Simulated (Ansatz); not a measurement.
Input file for Ansatz (a quantum-chemistry and plane-wave program): R-MP2/aug-cc-pVTZ on BeBrH (SMILES [BeH][Br]), atoms moved off the minimum. The run froze 15 orbitals, filled d shells among them.

Ansatz 0.2 input:
```yaml
crystal:
  periodic: [false, false, false]
  atoms:
    - {symbol: Be, position_ang: [-0.02058613, 0.15890742, -1.62686804]}
    - {symbol: H, position_ang: [0.15841565, -0.10278777, -3.01140047]}
    - {symbol: Br, position_ang: [0.08688563, 0.02588087, 0.27724151]}
basis:
  gaussian:
    orbitals: aug-cc-pVTZ
magnetization: {spin_polarized: false}
correlation: {method: mp2, electrons: outside_noble_gas}
scf: {lower_state_search: off}
output: {forces: true}
```

Output:

```
WARN ansatz: RAYON_NUM_THREADS=1 ignored (pool sized by the plan → 1); use --threads N
Functional definition: HF
these checks for a lower state are left out or cut short: starts, cluster_reference, orbital_swaps, neighbouring_geometries, increment
integrals: 0.10 GiB planned
782 factors; integrals over basis functions are off by at most 1.1e-3 eV
mean field: 0.31 GiB planned
mean field evaluation 1: about -70415.2397 eV, gradient 1.1e1 eV
mean field evaluation 2: about -70415.3058 eV, gradient 1.2e1 eV
mean field evaluation 4: about -70416.0436 eV, gradient 1.5e0 eV
mean field evaluation 8: about -70416.0560 eV, gradient 3.3e-5 eV
mean field -70416.05598511 eV, -2587.7423277359 hartree, gradient 3.4e-6 eV, S^2 0.000000; 0 other end points of the search recorded, 0 dependent functions left out
15 core orbitals not correlated
reference -70416.05598511 eV, -2587.7423277359 hartree; 5, 5 occupied and 108, 108 virtual orbitals, 782 factors
densities: 0.26 GiB planned
second order -5.80166745 eV of doubles, -0.00000000 eV of singles
the calculation of the forces begins
mean field evaluation 16: about -70416.0560 eV, gradient 3.4e-6 eV
Total energy: -70421.85765256 eV, -2587.9555350820 hartree
Atom 0 at    -0.020586     0.158907    -1.626868 Å, force     0.398328    -0.573565    -2.084299 eV/Å
Atom 1 at     0.158416    -0.102788    -3.011400 Å, force    -0.324678     0.463051     1.192293 eV/Å
Atom 2 at     0.086886     0.025881     0.277242 Å, force    -0.073651     0.110514     0.892006 eV/Å
Dipole moment:    -0.087193     0.121368    -0.018798 e Å
Checks for a lower state left out: starts, cluster_reference, orbital_swaps, neighbouring_geometries, increment
```

The run converged.

Cost: roughly 6 core-seconds.
